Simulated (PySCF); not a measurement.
Compound: C₂H₆N₂SeSi.
Atom-mapped SMILES: `[N:1]#[C:2][Si@H:3]([NH2:4])[CH2:5][SeH:6]` (hydrogens: H7 on Si3; H8, H9 on N4; H10, H11 on C5; H12 on Se6)

Computed by this run: PBE0-D3(BJ)/def2-SVP geometry optimisation, gas phase in PySCF 2.14.0; density fitting, grid level 1; the optimiser is geomeTRIC in internal coordinates, started from a GFN2-xTB structure with every atom displaced at random (about 0.01 Å).

Step 0: E = -78348.2990 eV
```
atom  x, y, z in Å  |  force x, y, z in eV/Å
N1     -1.9575   -2.1321   -1.7812   -1.254  -1.946  -1.831
C2     -1.4624   -1.3773   -1.0883    1.061   1.877   1.876
Si3    -0.6548   -0.1853    0.0866    1.644   0.160  -0.464
N4     -0.8656    1.3839   -0.5571   -1.671  -0.455  -0.500
C5      1.2402   -0.4974    0.0111   -0.930   0.221   1.439
Se6     2.2454    0.7920    1.1270    0.002   0.079  -0.523
H7     -1.1334   -0.4956    1.4444   -0.232  -0.105   0.288
H8     -1.8141    1.7261   -0.7365    0.364  -0.155   0.001
H9     -0.2861    2.1391   -0.2823    0.887   0.743   0.448
H10     1.6264   -0.3445   -0.9755    0.261   0.111  -1.034
H11     1.5101   -1.4942    0.3557    0.085  -0.394  -0.033
H12     1.5877    0.4568    2.3799   -0.217  -0.136   0.332
```

Step 1: E = -78348.4141 eV
```
atom  x, y, z in Å  |  force x, y, z in eV/Å
N1     -2.1332   -2.0658   -1.7700    0.150   0.154   0.143
C2     -1.5086   -1.3578   -1.0929   -0.077  -0.274  -0.283
Si3    -0.5608   -0.2188    0.0337   -0.120   0.055   0.539
N4     -0.8760    1.3664   -0.5134    0.436   0.322  -0.055
C5      1.2945   -0.5154    0.0472   -0.146   0.035  -0.558
Se6     2.1642    0.8816    1.1032    0.003  -0.040   0.193
H7     -1.0840   -0.5662    1.3942    0.036  -0.045  -0.010
H8     -1.7923    1.6965   -0.7826   -0.059   0.011   0.002
H9     -0.2432    2.1113   -0.2135   -0.279  -0.216  -0.092
H10     1.6717   -0.3678   -0.9850    0.016  -0.056   0.246
H11     1.5988   -1.5164    0.3833   -0.012   0.017   0.031
H12     1.5049    0.5239    2.3797    0.052   0.036  -0.155
```

Q: Estimate the geometry and energy of step 2. (The exact step hangs on the optimiser's Hessian estimate; all steps are aligned on step 1, rigid shifts and turns removed.)

A: E = -78348.4359 eV, largest force 0.221 eV/Å
```
atom  x, y, z in Å  |  force x, y, z in eV/Å
N1     -2.0851   -2.0833   -1.7709    0.033   0.006   0.003
C2     -1.4866   -1.3640   -1.0853    0.003  -0.028  -0.045
Si3    -0.5729   -0.2034    0.0566   -0.050   0.046   0.210
N4     -0.8743    1.3802   -0.5151    0.082   0.001  -0.081
C5      1.2756   -0.5108    0.0361   -0.050  -0.021  -0.213
Se6     2.1803    0.8587    1.1040    0.045   0.007   0.017
H7     -1.0845   -0.5619    1.4179    0.011   0.009  -0.023
H8     -1.7914    1.7065   -0.7909   -0.018  -0.002   0.021
H9     -0.2550    2.1268   -0.2163   -0.045   0.003   0.014
H10     1.6584   -0.3700   -0.9881    0.004  -0.011   0.047
H11     1.5664   -1.5156    0.3718    0.001  -0.010   0.026
H12     1.5052    0.5085    2.3639   -0.015   0.000   0.024
```

The energy changes by -0.0218 eV. The first-order estimate −F·Δx gives -0.0333 eV and the mean of the old and new forces, exact on a quadratic surface, -0.0219 eV. The step makes an angle of 73° with the force vector and moves no atom by more than 0.051 Å.

What follows is the cost of the whole optimisation. Hardware: Arm Neoverse V1, one thread, no GPU, shared host with 64 logical CPUs at a one-minute load of 28. Cost: 74 s, 0.53 GiB resident at most.
